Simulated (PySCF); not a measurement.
## Electronic structure of Ir⁺ (iridium, charge +1) at the UHF level

Configuration: [Xe] 4f14 5d6 6s1 6p1, one real determinant (an excited configuration). Computed with PySCF 2.14 in aug-cc-pVDZ-PP with ECP60MDF (5s5p4d2f, 54 functions), with scalar relativity through the core potential.

* Total energy: -103.171639 hartree
* One-electron energy: -172.4307 hartree
* Hartree (Coulomb) energy: 78.7103 hartree
* Exchange energy: -9.4512 hartree
* ⟨S²⟩: 12.0025
* ⟨L²⟩: 8.040
* Sum of ⟨r⟩: 24.64 bohr
* Sum of ⟨r²⟩: 49.69 bohr²
* Traceless quadrupole moment −½Σ⟨3z² − r²⟩ along its main axis: -4.70 e·bohr²

```tsv
shell	electrons	mean orbital energy (eV)	spread (eV)	rms radius, mean of both spins (bohr)
5s α	1	-131.04	0	1.06
5s β	1	-124.49	0	1.06
5p α	3	-83.905	1.483	1.22
5p β	3	-75.242	1.540	1.22
5d α	5	-26.868	1.543	1.73
5d β	1	-22.515	0	1.73
6s α	1	-20.119	0	2.88
6p α	1	-12.855	0	3.52
```

⟨L²⟩ = 8.04 against 12 for a pure F term, so this real determinant mixes terms. Energies and moments cover only the electrons outside the core potential. Spin-orbit coupling, absent here, splits the open shell strongly.
